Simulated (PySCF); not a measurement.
CH2N, charge +1.

```xyz
4

C      0.0000     0.0000     0.5974
N      0.0000     0.0000    -0.5312
H      0.0000     0.0000     1.6805
H      0.0000     0.0000    -1.5463
```
Charge +1, spin multiplicity 1.

Coordinates come from a PBE0-D3(BJ)/def2-TZVPD optimisation. The isomer is the one that the SMILES or the coordinates give; other isomers of the formula were not compared.

Level of theory: PBE0/pcSseg-2 (PySCF). Non-relativistic, no solvent.

Task: Give the absolute GIAO shielding of each atom: isotropic value and principal components (ppm). (The exact figures need the calculation; the answer reports its results.)

Result: 
```
atom  σ(iso)    σ11    σ22    σ33   span
----  ------  -----  -----  -----  -----
C1      81.3  -15.2  -15.2  274.4  289.7
N2     105.0  -13.5  -13.5  342.0  355.5
H3      25.8   21.2   21.2   35.0   13.8
H4      25.0   18.6   18.6   37.9   19.3
```
